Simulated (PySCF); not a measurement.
**Two-component Hartree-Fock for Tl (thallium, neutral)**

Start: [Xe] 4f14 5d10 6s1 6p1 7s1; 6s1/2 filled at m_j = +1/2; 6p3/2 filled at m_j = +3/2; 7s1/2 filled at m_j = +1/2. Calculated with PySCF 2.14 in x2c-SVPall-2c with one added diffuse shell each of s, p type (8s12p7d2f, 93 functions): generalised Hartree-Fock with the X2C-1e Hamiltonian and a Gaussian nucleus; one run each with spin-orbit coupling (SO) switched off, then screened by Boettger's factors. This is a chosen level, not necessarily the ground level.

```tsv
spinor shell	electrons	ε, spin-free (eV)	ε, screened SO (eV)	weight of nominal j (screened SO)	rms radius, screened SO (bohr)
1s1/2	2	-86018.8	-85982.8	1.000	0.0184
2s1/2	2	-15479.6	-15468.2	1.000	0.0743
2p1/2	2	-13332.7	-14825.4	1.000	0.0628
2p3/2	4	-13332.7	-12753.8	1.000	0.0710
3s1/2	2	-3773.2	-3769.5	1.000	0.189
3p1/2	2	-3145.7	-3480.5	1.000	0.181
3p3/2	4	-3145.7	-3013.1	1.000	0.197
3d3/2	4	-2483.2	-2540.6	1.000	0.174
3d5/2	6	-2483.2	-2441.8	1.000	0.178
4s1/2	2	-886.09	-885.09	1.000	0.416
4p1/2	2	-676.72	-759.17	1.000	0.420
4p3/2	4	-676.72	-644.02	1.000	0.454
4d3/2	4	-425.35	-437.76	1.000	0.468
4d5/2	6	-425.35	-416.34	1.000	0.474
5s1/2	2	-158.30	-158.36	1.000	0.941
4f5/2	6	-145.62	-147.80	1.000	0.512
4f7/2	8	-145.62	-143.38	1.000	0.514
5p1/2	2	-98.681	-113.91	1.000	1.01
5p3/2	4	-98.681	-93.073	1.000	1.11
5d3/2	4	-27.915	-29.408	0.985	1.45
6s1/2	1	-17.798	-17.887	1.000	2.59
6p3/2	1	-8.663	-8.260	1.000	3.77
7s1/2	1	-2.828	-2.872	1.000	7.32
```

Problem. Where does 5d5/2 lie, and what is the 5d spin-orbit splitting (screened SO)?

Solution. At -27.207 eV, 2.201 eV above 5d3/2.

| quantity | spin-free | screened SO |
| --- | --- | --- |
| E (hartree) | -20228.82688 | -20263.49927 |
| M_J | 5/2 | 5/2 |
| ⟨J²⟩ | 8.760 | 8.759 |
| ⟨L²⟩ | 2.006 | 2.186 |
| ⟨S²⟩ | 3.753 | 3.936 |

Each row is a mean over spinors that exchange with the open shell spreads, by up to 0.719 eV (5d5/2).

Breit and QED terms are absent; they matter most for the inner s and p1/2 levels.

Densities and radii are taken from the X2C orbitals without a picture-change correction, which distorts them close to the nucleus.

Without spin-orbit coupling the j labels of p, d and f shells carry no meaning; the spin-free column gives the mean over the occupied spinors of each nl shell.
